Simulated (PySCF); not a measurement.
Isomers of C5H8F3PSi. Method: PBE0-D3(BJ)/def2-SVP geometry optimisation, gas phase (PySCF). One conformer each; no zero-point energy, no entropy. No frequencies were run at this level. Point groups hold within 0.08 Å.

**Question.** Rank from lowest to highest electronic energy at this level (kcal/mol).
A. `[F:1][C:2]([F:3])([F:4])[P:5]1[CH2:6][CH2:7][CH:8]=[C:9]1[SiH3:10]` with C2–P5–C6–C7 84°, P5–C6–C7–C8 17°, C6–C7–C8–C9 -13°, C2–P5–C9–C8 -92°
B. `[CH3:1][C:2]([SiH3:3])=[C:4]=[P:5][CH2:6][C:7]([F:8])([F:9])[F:10]` with C4–P5–C6–C7 -66°

**Answer.** A (0.0), B (22.8).

As drawn, the higher has cumulated double bonds, which the lower lacks.

| SMILES | E (Eh) | E rel (kcal/mol) | dipole (D) | point group | A, B, C (MHz) |
| --- | --- | --- | --- | --- | --- |
| FC(F)(F)P1CCC=C1[SiH3] | -1124.39458 | 0.0 | 2.97 | C1 | 1271, 880.0, 655.4 |
| CC([SiH3])=C=PCC(F)(F)F | -1124.35831 | 22.8 | 2.24 | C1 | 1405, 591.9, 508.8 |

**Question.** How do the relative energies change in single points at PBE0/pcSseg-1 (no added dispersion term) on the same geometries?

**Answer.** 
| SMILES | PBE0-D3(BJ)/def2-SVP (kcal/mol) | PBE0/pcSseg-1 (kcal/mol) | shift |
| --- | --- | --- | --- |
| FC(F)(F)P1CCC=C1[SiH3] | 0.0 | 0.0 | 0.0 |
| CC([SiH3])=C=PCC(F)(F)F | 22.8 | 21.6 | -1.2 |

Each column counts from its own lowest isomer. The order is unchanged; the largest shift is 1.2 kcal/mol.
